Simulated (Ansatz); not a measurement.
Total energies of C3H6BN (`BNC=C=C`).

```xyz
11

B     0.985   -2.149    0.159
N     0.432   -0.953   -0.292
C    -0.036    0.092    0.512
C    -0.552    1.207    0.071
C    -1.067    2.322   -0.355
H     1.343   -2.951   -0.651
H     1.082   -2.327    1.338
H     0.341   -0.778   -1.281
H     0.057   -0.085    1.579
H    -0.450    3.196   -0.550
H    -2.135    2.425   -0.530
```

The species carries charge 0 and has multiplicity 1. The geometry is a stationary point of PBE0-D4/def2-TZVP. It is one conformer, not always the lowest. Basis def2-TZVPP, Ansatz 0.2.0.

RPA on PBE orbitals: Hartree–Fock energy of these orbitals -196.22060 Eh, correlation -1.29246 Eh (frozen core).

```
functional  energy without D4 (Eh)  D4 term (kJ/mol)
       PBE              -197.29955             -17.7
    revPBE              -197.51169             -60.9
      BLYP              -197.48968             -39.6
    r2SCAN              -197.44424              -4.5
    B97M-V              -197.57223                 –
      PBE0              -197.31905             -14.8
     B3LYP              -197.58360             -28.2
   r2SCAN0              -197.42106              -5.2
 CAM-B3LYP              -197.45865             -14.8
   LC-ωPBE              -197.41833                 –
   ωB97X-V              -197.50433                 –
   ωB97M-V              -197.47511                 –
    B2PLYP              -197.39048                 –
  PBE-QIDH              -197.28219                 –
```

Problem. Give the same for LDA (SPW92), r2SCANh, HSE06 (plane-wave form), BHLYP. (Best estimate.)

Solution. The calculation gave: 
```tsv
functional	energy without D4 (Eh)	D4 term (kJ/mol)
LDA (SPW92)	-195.73195	–
r2SCANh	-197.43455	-4.8
HSE06 (plane-wave form)	-197.30754	-13.7
BHLYP	-197.44977	-19.7
```

B3LYP takes the VWN-RPA correlation (the form of Gaussian; ORCA's B3LYP/G). HSE06 is the plane-wave form, built on full-range PBE exchange. The double hybrids freeze the cores in their second-order part.

LC-ωPBE has ω = 0.4 bohr⁻¹.
